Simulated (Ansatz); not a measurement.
C₂H₇F₂NSi, singlet, at a GFN2-xTB geometry; SC-NEVPT2/STO-3G, CASSCF(2,2) run with Ansatz (a program for electronic structure).

Input for Ansatz:
Ansatz 0.2 input:
```yaml
crystal:
  periodic: [false, false, false]
  atoms:
    - {symbol: Si, position_ang: [0.72274237, -0.14007618, 0.42230182]}
    - {symbol: F, position_ang: [1.80153939, 0.24374046, -0.69079993]}
    - {symbol: F, position_ang: [0.72631103, -1.73541828, 0.49290345]}
    - {symbol: N, position_ang: [-0.80003145, 0.32761717, -0.17893851]}
    - {symbol: C, position_ang: [-2.02827728, -0.25685070, 0.31388475]}
    - {symbol: C, position_ang: [-1.01164481, 1.61445137, -0.80531126]}
    - {symbol: H, position_ang: [1.23311753, 0.33963409, 1.68798430]}
    - {symbol: H, position_ang: [-1.82752530, -1.24153754, 0.72604460]}
    - {symbol: H, position_ang: [-2.73892773, -0.35768596, -0.50972979]}
    - {symbol: H, position_ang: [-2.48653794, 0.36562328, 1.09034410]}
    - {symbol: H, position_ang: [-1.41016563, 2.34688769, -0.09461863]}
    - {symbol: H, position_ang: [-1.72602691, 1.50674731, -1.62481768]}
    - {symbol: H, position_ang: [-0.07322835, 1.98757384, -1.20523557]}
basis:
  gaussian:
    orbitals: STO-3G
magnetization: {spin_polarized: false}
correlation: {method: sc_nevpt2, electrons: all, active_space: {window: {electrons: 2, orbitals: 2}}}
```

Q: Predict the main parts of the log of this Ansatz run.

A: 
```
Functional definition: HF
550 factors; integrals over basis functions are off by at most 4.5e-5 eV
mean field evaluation 1: about -16714.5770 eV, gradient 2.7e1 eV
mean field evaluation 2: about -16714.8285 eV, gradient 2.7e1 eV
mean field evaluation 4: about -16717.8257 eV, gradient 1.5e0 eV
mean field evaluation 8: about -16717.8383 eV, gradient 3.0e-4 eV
mean field -16717.83828771 eV, -614.3692253154 hartree, gradient 1.4e-6 eV, S^2 0.000000; 0 other end points of the search recorded, 0 dependent functions left out
reference -16717.83828771 eV, -614.3692253154 hartree; 29, 29 occupied and 12, 12 virtual orbitals, 550 factors
state -16718.24826629 eV, -614.3842917506 hartree
state -16718.24826629 eV, -614.3842917506 hartree; corrected -16723.72668155 eV, -614.5856197977 hartree
state -16718.11655601 eV, -614.3794514870 hartree
state -16718.11655601 eV, -614.3794514870 hartree; corrected -16723.65236478 eV, -614.5828887069 hartree
state -16718.24826629 eV, -614.3842917506 hartree; corrected -16723.72668155 eV, -614.5856197977 hartree
Total energy: -16723.72668155 eV, -614.5856197977 hartree
```
